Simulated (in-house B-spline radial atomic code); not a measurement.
**BP86 excitations of S VII (S6+)**

Method: BP86. Computed with a B-spline radial code for spherical atoms: linear response of the closed shell [He] 2s2 2p6 with the functional's adiabatic kernel; non-relativistic, point nucleus, no spin-orbit coupling, no double excitations, S, P, D and F terms only. Only terms of natural parity with L up to 3 were computed.

Command:
```bash
python run_td.py task.json out
```
Settings (radii: box in bohr, nucleus in fm):
```
Z                        16
electrons                10
configuration            [He] 2s2 2p6
hamiltonian              nr
method                   b88,p86
box_radius               14.35
intervals                50
```

Cost of the run: 0.2 s on 1 thread of Arm Neoverse N1 (shared host).

The lowest states, in the order of their Tamm-Dancoff energies; the method's threshold (minus the highest occupied level) is 258.17 eV. Labels give the largest channel, * marks a mixed state, and oscillator strengths are full-response dipole values. Semilocal kernels can invert the small singlet-triplet splittings of Rydberg terms. Energies in eV:

```json
{"state": "2p → 3s 3P", "full response": "163.69", "Tamm-Dancoff": "163.70", "oscillator strength": "-"}
{"state": "2p → 3s 1P", "full response": "?", "Tamm-Dancoff": "?", "oscillator strength": "?"}
{"state": "2p → 3p 3S", "full response": "175.63", "Tamm-Dancoff": "175.67", "oscillator strength": "-"}
{"state": "2p → 3p 3D", "full response": "176.52", "Tamm-Dancoff": "176.54", "oscillator strength": "-"}
{"state": "2p → 3p 1D", "full response": "177.42", "Tamm-Dancoff": "177.42", "oscillator strength": "-"}
{"state": "2p → 3p 1S", "full response": "?", "Tamm-Dancoff": "?", "oscillator strength": "-"}
{"state": "2p → 3d 3P", "full response": "194.05", "Tamm-Dancoff": "194.06", "oscillator strength": "-"}
{"state": "2p → 3d 3F", "full response": "194.15", "Tamm-Dancoff": "194.16", "oscillator strength": "-"}
{"state": "2p → 3d 1F", "full response": "194.74", "Tamm-Dancoff": "194.74", "oscillator strength": "-"}
{"state": "2p → 3d 1P", "full response": "197.63", "Tamm-Dancoff": "197.76", "oscillator strength": "1.33"}
```

Where does 2p → 3p 1S lie?

At 184.28 eV in full response, 184.79 eV in Tamm-Dancoff.

Where does 2p → 3s 1P lie?

At 164.88 eV in full response, 164.91 eV in Tamm-Dancoff, oscillator strength 0.2.

How large is the singlet-triplet splitting of 2p → 3s (P terms) in Tamm-Dancoff?

1.21 eV, from the unrounded values.

What polarisabilities and dispersion coefficient does the method give?

Dipole 0.07484 bohr³, quadrupole 0.0319 bohr⁵, C6 0.03818 hartree·bohr⁶ for two such species.
